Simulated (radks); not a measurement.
Problem. These are the eigenvalues of the occupied orbitals of an atom or ion with whole-number occupations (hartree). All-electron calculation, Dirac Kohn-Sham, LDA (Slater exchange, VWN5 correlation), spin-unpolarised, spherical densities, point nucleus. Program: a radial shooting solver on a logarithmic mesh with Libxc functionals.

orbital  eigenvalue
1s1/2     -2553.875
2s1/2     -445.1852
2p1/2     -426.0750
2p3/2     -376.4108
3s1/2     -106.8040
3p1/2     -98.28102
3p3/2     -87.54233
3d3/2     -73.15369
3d5/2     -70.81630
4s1/2     -26.37430
4p1/2     -22.83758
4p3/2     -20.32450
4d3/2     -14.50110
4d5/2     -14.03482
5s1/2      -7.93085
5p1/2      -6.77602
4f5/2      -6.69566
4f7/2      -6.60735
5p3/2      -6.30528

Which element is it, and in what charge state? The configuration may be excited. Open shells, if any, fill j = l - 1/2 first.

Solution. Z = 74, tungsten, charge +9: W9+ in [Kr] 4d10 4f13 5s2 5p4. The list shows which subshells hold electrons but not how many an open one holds; the 1s level, -2553.9 hartree, gives Z - s = 71.5 by -(Z - s)^2/2, which with screening and relativity narrows Z to a few neighbours, and the depths of the outer levels then fix element, charge and occupations together.
